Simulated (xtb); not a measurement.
xtb input (GFN1-xTB):

```bash
xtb mol.xyz --gfn 1 --sp --chrg 0 --uhf 0
```
mol.xyz:
```
19

C      2.32027003     1.44131863     0.18638466
Si     1.79047168    -0.19802163    -0.54540310
N      0.37623135    -0.85812908     0.20356150
Si    -1.29614796    -0.48941493    -0.07633401
C     -2.25841036    -0.72160561     1.51249473
C     -1.42403770     1.26701835    -0.71015427
H      1.54003260     2.19447104     0.06048770
H      2.52624855     1.34394232     1.25432751
H      3.22530170     1.80968120    -0.30334322
H      2.88407861    -1.18852320    -0.37961268
H      1.54084286     0.00333814    -1.99593447
H      0.55072685    -1.64389777     0.81453841
H     -1.88666637    -1.39387292    -1.10241875
H     -3.32280619    -0.53343412     1.35319488
H     -2.15938179    -1.74233988     1.88996270
H     -1.90361988    -0.03949678     2.28818333
H     -1.08447611     1.98392516     0.04027369
H     -2.46130439     1.50344902    -0.95786821
H     -0.83005998     1.41338522    -1.61475289
```

End of the output:

```
         :::::::::::::::::::::::::::::::::::::::::::::::::::::
         ::                     SUMMARY                     ::
         :::::::::::::::::::::::::::::::::::::::::::::::::::::
         :: total energy             -20.332546140420 Eh    ::
         :: gradient norm              0.040833299377 Eh/a0 ::
         :: HOMO-LUMO gap              6.563747494113 eV    ::
         ::.................................................::
         :: SCC energy               -20.581876396855 Eh    ::
         :: -> electrostatic           0.021267682699 Eh    ::
         :: repulsion energy           0.257411272734 Eh    ::
         :: dispersion energy         -0.008081016299 Eh    ::
         :: halogen bond corr.         0.000000000000 Eh    ::
         :: add. restraining           0.000000000000 Eh    ::
         :: total charge               0.000000000000 e     ::
         :::::::::::::::::::::::::::::::::::::::::::::::::::::

           -------------------------------------------------
          |                Property Printout                |
           -------------------------------------------------

    * Orbital Energies and Occupations

         #    Occupation            Energy/Eh            Energy/eV
      -------------------------------------------------------------
         1        2.0000           -0.7244065             -19.7121
       ...           ...                  ...                  ...
         7        2.0000           -0.5155759             -14.0295
         8        2.0000           -0.5085036             -13.8371
         9        2.0000           -0.5060887             -13.7714
        10        2.0000           -0.5044942             -13.7280
        11        2.0000           -0.5000966             -13.6083
        12        2.0000           -0.4976242             -13.5410
        13        2.0000           -0.4924625             -13.4006
        14        2.0000           -0.4527942             -12.3212
        15        2.0000           -0.4491915             -12.2231
        16        2.0000           -0.4409436             -11.9987
        17        2.0000           -0.4331070             -11.7854
        18        2.0000           -0.4249353             -11.5631
        19        2.0000           -0.4065693             -11.0633 (HOMO)
        20                         -0.1653560              -4.4996 (LUMO)
        21                         -0.1564780              -4.2580
        22                         -0.1503965              -4.0925
        23                         -0.1385060              -3.7689
        24                         -0.1227642              -3.3406
        25                         -0.1186969              -3.2299
        26                         -0.0982264              -2.6729
        27                         -0.0869420              -2.3658
        28                         -0.0803767              -2.1872
        29                         -0.0734728              -1.9993
        30                         -0.0514664              -1.4005
       ...                                ...                  ...
        60                          1.5154576              41.2377
      -------------------------------------------------------------
                  HL-Gap            0.2412133 Eh            6.5637 eV
             Fermi-level           -0.2859627 Eh           -7.7814 eV

  Mulliken/CM5 charges         n(s)   n(p)   n(d)
     1C    -0.19446 -0.30163   1.003  3.191  0.000
     2Si    0.30172  0.11241   1.204  1.773  0.721
     3N    -0.43175 -0.70969   1.447  3.985  0.000
     4Si    0.30992  0.14602   1.189  1.724  0.777
     5C    -0.19572 -0.30238   1.003  3.193  0.000
     6C    -0.18945 -0.29570   1.001  3.188  0.000
     7H     0.05019  0.10568   0.950  0.000  0.000
     8H     0.04769  0.10278   0.952  0.000  0.000
     9H     0.04556  0.09992   0.954  0.000  0.000
    10H    -0.08402  0.00006   1.084  0.000  0.000
    11H    -0.07739  0.00690   1.077  0.000  0.000
    12H     0.22300  0.42572   0.777  0.000  0.000
    13H    -0.07888  0.00460   1.079  0.000  0.000
    14H     0.04410  0.09869   0.956  0.000  0.000
    15H     0.04338  0.09844   0.957  0.000  0.000
    16H     0.04652  0.10184   0.953  0.000  0.000
    17H     0.04676  0.10253   0.953  0.000  0.000
    18H     0.04188  0.09670   0.958  0.000  0.000
    19H     0.05094  0.10712   0.949  0.000  0.000

Wiberg/Mayer (AO) data.
largest (>0.10) Wiberg bond orders for each atom

 ---------------------------------------------------------------------------
     #   Z sym  total        # sym  WBO       # sym  WBO       # sym  WBO
 ---------------------------------------------------------------------------
     1   6 C    3.945 --     2 Si   1.062     9 H    0.942     8 H    0.939
                             7 H    0.937
     2  14 Si   4.471 --     3 N    1.210     1 C    1.062    10 H    0.932
                            11 H    0.930     4 Si   0.120
     3   7 N    3.366 --     2 Si   1.210     4 Si   1.175    12 H    0.874
     4  14 Si   4.634 --     3 N    1.175     6 C    1.047     5 C    1.043
                            13 H    0.924     2 Si   0.120
     5   6 C    3.945 --     4 Si   1.043    14 H    0.944    15 H    0.944
                            16 H    0.941
     6   6 C    3.948 --     4 Si   1.047    18 H    0.944    17 H    0.939
                            19 H    0.939
     7   1 H    1.001 --     1 C    0.937
     8   1 H    1.000 --     1 C    0.939
     9   1 H    0.998 --     1 C    0.942
    10   1 H    0.989 --     2 Si   0.932
    11   1 H    0.989 --     2 Si   0.930
    12   1 H    0.954 --     3 N    0.874
    13   1 H    0.990 --     4 Si   0.924
    14   1 H    0.998 --     5 C    0.944
    15   1 H    1.000 --     5 C    0.944
    16   1 H    1.000 --     5 C    0.941
    17   1 H    1.000 --     6 C    0.939
    18   1 H    1.000 --     6 C    0.944
    19   1 H    0.999 --     6 C    0.939
 ---------------------------------------------------------------------------

Topologies differ in total number of bonds
Writing topology from bond orders to xtbtopo.mol

 dipole moment from electron density (au)
     X       Y       Z
  -0.1039   0.2056   0.7180  total (Debye):    1.917

           -------------------------------------------------
          | TOTAL ENERGY              -20.332546140420 Eh   |
          | GRADIENT NORM               0.040833299377 Eh/α |
          | HOMO-LUMO GAP               6.563747494113 eV   |
Note: The following floating-point exceptions are signalling: IEEE_DENORMAL
normal termination of xtb
           -------------------------------------------------

------------------------------------------------------------------------
------------------------------------------------------------------------
 total:
 SCF:
```
